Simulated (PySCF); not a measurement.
**How methods differ on the ionisation energy of Cr⁺**

Cr⁺ [Ar] 3d5 (6S) → Cr²⁺ [Ar] 3d4 (5D), as a difference of total energies. Calculation: PySCF 2.14, in 6-31G*; no relativity, point nucleus. Correlated levels: valence: [Ar] frozen. The calculations carry no spin-orbit coupling.

```
           method  ionisation energy (eV)
              UHF                  14.321
              PBE                  15.920
             PBE0                  15.775
    MP2 (valence)                  14.987
SCS-MP2 (valence)                  14.543
```

Question: How much does correlation contribute at MP2 (valence)?

Answer: 14.987 − (14.321) = 0.666 eV, measured against UHF.

These non-relativistic numbers lack the scalar-relativistic shift.

The reference lies between the lowest fine-structure levels, while these numbers refer to the centres of the terms.

Errors of the correlated levels include the incompleteness of this basis and the frozen core.

For comparison: 16.486 eV (measured; NIST Atomic Spectra Database, ionization energies).
